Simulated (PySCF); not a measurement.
Atom-mapped SMILES (the numbers label the heavy atoms): `[CH:1]#[C:2][AlH-:3]1[Cl+:4][AlH2-:5][Cl+:6]1`. Each H is labelled by its parent atom. Ha(Al5) is cis to C2 on the ring; Hb(Al5) is trans to C2 on the ring.

Geometry: PBE0-D3(BJ)/def2-SVP; GIAO absolute shieldings from PySCF 2.14.0 with density-fitted response routines, gas phase, non-relativistic, averaged over equivalent atoms.

At PBE0/STO-3G (50 basis functions, 4 s wall time on 1 thread of an Arm Neoverse V1, shared host):
| atoms | σ (ppm) |
| --- | --- |
| C1 | 152.2 |
| C2 | 159.5 |
| Al5 | 432.9 |
| Al3 | 464.1 |
| Cl4/Cl6 | 1197.1 |
| Ha(Al5) | 29.77 |
| Hb(Al5) | 29.84 |
| H(Al3) | 29.87 |
| H(C1) | 30.14 |

What do these become at mPW1PW91/pcSseg-2?

Answers


| atoms | σ at mPW1PW91/pcSseg-2 | change |
| --- | --- | --- |
| C1 | 76.7 | -75.5 |
| C2 | 86.4 | -73.1 |
| Al5 | 414.0 | -18.9 |
| Al3 | 442.6 | -21.5 |
| Cl4/Cl6 | 905.5 | -291.6 |
| Ha(Al5) | 26.62 | -3.15 |
| Hb(Al5) | 26.67 | -3.17 |
| H(Al3) | 26.90 | -2.97 |
| H(C1) | 29.29 | -0.85 |

The largest change is at Cl4/Cl6 (chlorine bonded to 2 Al, in a 4-membered ring). Cost: 300 basis functions, 46 s wall time on 1 thread of an Arm Neoverse V1, shared host.
